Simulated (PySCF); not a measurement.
Species: [GaClH3]- (charge -1).
Structure used (PBE0-D3(BJ)/def2-SVP), in Å, numbered top down from 1:
```xyz
5
ClGaH3 angstrom
Ga    -0.0013    0.0020   -0.1843
Cl     0.0141   -0.0224    2.1156
H      1.5404    0.0114   -0.6543
H     -0.7807    1.3424   -0.6243
H     -0.7725   -1.3335   -0.6527
```

Method used: PBE0-D3(BJ)/def2-SVP geometry optimisation, gas phase in PySCF.

(1) Which atoms are bound to Ga1, and at what distances?

(2) List the angles at Ga1.

(3) What is the shape at Ga1?

(4) What are the rotational constants (commonest isotopes, rigid rotor)?

## Answers

(1) 4 atoms: H4 1.612 Å, H5 1.612 Å, H3 1.612 Å, Cl2 2.300 Å.

(2) 
```json
{"angle": "H4–Ga1–H5", "degrees": "112.2", "distance of the outer atoms (Å)": "2.68"}
{"angle": "H3–Ga1–H4", "degrees": "112.2", "distance of the outer atoms (Å)": "2.68"}
{"angle": "H3–Ga1–H5", "degrees": "112.2", "distance of the outer atoms (Å)": "2.68"}
{"angle": "Cl2–Ga1–H3", "degrees": "106.6", "distance of the outer atoms (Å)": "3.16"}
{"angle": "Cl2–Ga1–H4", "degrees": "106.6", "distance of the outer atoms (Å)": "3.16"}
{"angle": "Cl2–Ga1–H5", "degrees": "106.6", "distance of the outer atoms (Å)": "3.16"}
```

(3) Tetrahedral: angles from 106.6° to 112.2°; τ4 = (360° − α − β)/141° = 0.96 with α and β the two widest (0 for a square, 1 for a tetrahedron).

(4) A = 70040, B = 3864, C = 3864 MHz: a prolate symmetric top.

Point group: C3v (every atom within 0.08 Å of its image). Charge -1, singlet. The geometry's basis has no diffuse functions, a weakness for an anion. No PBE0-D3(BJ)/def2-SVP frequencies stand behind this structure, so it isn't proved a minimum.

Hardware: Arm Neoverse V1, one thread, no GPU, on a shared host. Cost: 7.1 s wall. That covers the optimisation of the geometry.
